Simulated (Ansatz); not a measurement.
An input meant for the cluster Li6N2 (charge 0, triplet; with a point charge).

Other settings, tried on Li6N2.

```yaml
crystal:
  periodic: [false, false, false]
  atoms:
    - {symbol: Li, position_ang: [-1.215542, -0.416958, -0.583428]}
    - {symbol: Li, position_ang: [0.758590, -1.917942, -2.487534]}
    - {symbol: Li, position_ang: [1.244137, 0.461716, -0.497004]}
    - {symbol: Li, position_ang: [-0.845378, 2.403202, -0.422199]}
    - {symbol: Li, position_ang: [0.669018, -1.936869, 0.645565]}
    - {symbol: Li, position_ang: [-0.338407, 0.736377, 2.198113]}
    - {symbol: N, position_ang: [0.087726, -0.311240, 0.769154]}
    - {symbol: N, position_ang: [-0.360134, 0.981714, 0.377332]}
basis:
  gaussian: {orbitals: cc-pVDZ, fitting: {mean_field: cc-pVTZ-jkfit}, final_grid: {core_spheres: 8, valence_spheres: 7, degree: 23}, point_charges: [{charge: 0.50, position_ang: [4.845, 0.520, 0.294]}]}
magnetization: {spin_polarized: true, initial_magnetization: 2}
hamiltonian: {xc: {name: LC-wPBE}}
output: {forces: true}
```

```sh
$ ansatz run in.yaml --threads 4 --pin off --events-out ev --progress --plain --max-ram 3916MiB
```

Shortened log:

```
Functional definition: LC-wPBE
Error: [file] the basis set cc-pVTZ-JKFIT has no functions for Li
```

LC-ωPBE has ω = 0.4 bohr⁻¹.
